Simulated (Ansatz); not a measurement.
Ansatz (a program for electronic structure) input (SVWN5/def2-TZVPD):

Ansatz 0.2 input:
```yaml
crystal:
  periodic: [false, false, false]
  atoms:
    - {symbol: I, position_ang: [-1.85979164, 0.09530544, 0.01461599]}
    - {symbol: C, position_ang: [-0.00420179, -1.24815986, 0.21982951]}
    - {symbol: I, position_ang: [1.86058508, 0.07601455, -0.02380418]}
    - {symbol: H, position_ang: [-0.01684171, -1.59100025, -0.83200298]}
basis:
  gaussian:
    orbitals: def2-TZVPD
hamiltonian:
  xc: {name: SVWN5}
total_charge: -1
output: {forces: true}
```

Output:

```
Functional definition: SVWN5
integrals: 0.08 GiB planned
1053 factors; their error is unknown
mean field: 0.57 GiB planned
mean field evaluation 1: about -17219.7523 eV, gradient 4.1e1 eV
mean field evaluation 2: about -17191.0157 eV, gradient 9.0e1 eV
mean field evaluation 4: about -17223.8670 eV, gradient 7.3e0 eV
mean field evaluation 8: about -17223.9424 eV, gradient 3.7e-2 eV
mean field evaluation 16: about -17223.9171 eV, gradient 2.0e-4 eV
mean field -17223.91714173 eV, -632.9672801680 hartree, gradient 8.4e-6 eV, S^2 0.000000; 0 other end points of the search recorded, 0 dependent functions left out
the calculation of the forces begins
reference -17223.91720276 eV, -632.9672824111 hartree; 29, 29 occupied and 135, 135 virtual orbitals, 1053 factors
Total energy: -17223.91720276 eV, -632.9672824111 hartree
Atom 0 at    -1.859792     0.095305     0.014616 Å, force     0.484802    -0.295889     0.018873 eV/Å
Atom 1 at    -0.004202    -1.248160     0.219830 Å, force     0.007990     0.678809     0.432860 eV/Å
Atom 2 at     1.860585     0.076015    -0.023804 Å, force    -0.487350    -0.290849     0.028912 eV/Å
Atom 3 at    -0.016842    -1.591000    -0.832003 Å, force    -0.005441    -0.092071    -0.480645 eV/Å
Dipole moment:    -0.000817     0.222440    -0.190808 e Å
```

It need not be the lowest isomer of its formula. Whether it binds its extra electron was not tested at this geometry.
